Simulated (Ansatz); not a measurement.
Reaction (substitution at a C–Te bond): `NC(F)[TeH]` + `O[SiH3]` → `NC(F)O[SiH3]` + H₂Te

Isolated molecules relaxed with PBE0-D4/def2-TZVP in Ansatz; ΔE leaves out vibrations. CCSD(T)/CBS adds triple-zeta CCSD(T) − MP2 to the extrapolated MP2 energy (def2 sets, frozen cores). Functionals use def2-TZVPP. Elements past krypton have def2 core potentials. For Te outer-core shells are correlated without core-valence functions, which leaves a few kJ/mol of doubt a bond. One conformer a species, not always the lowest.

```
             level  ΔE (kcal/mol)
         revPBE-D4           -2.9
      CAM-B3LYP-D4           -7.8
            B2PLYP           -5.5
CCSD(T)/def2-TZVPP           -6.6
```

(1) What does CCSD(T)/CBS give? (Estimate.)

(2) What do rigid-rotor, harmonic-oscillator terms from PBE0-D4/def2-TZVP frequencies (298.15 K, 1 bar) make of the CCSD(T)/CBS value? (An estimate is asked.)

Largest T1 diagnostic among the species: 0.012.

## Answers

(1) Ansatz gave: -4.3 kcal/mol. The listed levels differ from it by 1.4, -3.5, -1.2, -2.3 kcal/mol.

(2) Computed: ΔZPE = -1.4 kcal/mol, ΔH = -5.7 kcal/mol, ΔS = -19 J/(mol·K), ΔG = -4.3 kcal/mol.

From PBE to PBE0 (25 % exact exchange), in def2-TZVPP and without D4, ΔE moves by −1.9 kcal/mol. At CCSD(T), def2-SVP lies −10.8 kcal/mol from the extrapolated value and def2-TZVPP −2.3 kcal/mol. Leaving LDA and LC-ωPBE aside and taking each functional with its dispersion term where it has one, the values spread over 4.9 kcal/mol, from CAM-B3LYP-D4 to revPBE-D4. LDA lies −2.9 kcal/mol from PBE without D4.
